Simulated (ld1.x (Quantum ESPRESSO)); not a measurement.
## u(r) = r·R(r): atom against pseudo-atom (O (Z = 8))

Columns: radius, all-electron u(r) and pseudo u(r) of the 2p shell (level -9.21 eV) of oxygen in the configuration [He] 2s2 2p4; LDA (PZ), non-relativistic, TM scheme, ld1.x (Quantum ESPRESSO) 7.5.

```csv
r (bohr),all-electron,pseudo
0.115,0.1297,0.0384
0.230,0.3493,0.1467
0.345,0.5455,0.3059
0.460,0.6896,0.4879
0.575,0.7813,0.6620
0.690,0.8293,0.8016
0.805,0.8442,0.8902
0.920,0.8355,0.9242
1.035,0.8109,0.9116
1.150,0.7762,0.8663
1.265,0.7355,0.8035
1.380,0.6918,0.7358
1.495,0.6469,0.6711
1.610,0.6024,0.6132
1.725,0.5589,0.5625
1.840,0.5172,0.5179
1.955,0.4775,0.4776
2.070,0.4400,0.4400
2.185,0.4049,0.4049
2.300,0.3720,0.3720
2.415,0.3414,0.3414
2.530,0.3131,0.3131
2.645,0.2868,0.2868
2.760,0.2625,0.2625
2.875,0.2401,0.2401
2.990,0.2195,0.2195
```

(1) How many radial nodes do the two functions have?

(2) At about which radius was the pseudo-wave matched?

(3) Is the pseudo-wave norm-conserving?

## Answers

(1) The all-electron 2p function has n − l − 1 = 0; the pseudo-wave has 0.

(2) 2.10 bohr. The columns agree to 0.0005 from 1.96 bohr on; several derivatives are matched, so the curves merge somewhat inside the radius.

(3) Yes: the TM scheme keeps the norm inside the radius equal to the all-electron one, which fixes the energy derivative of the logarithmic derivative at the level.
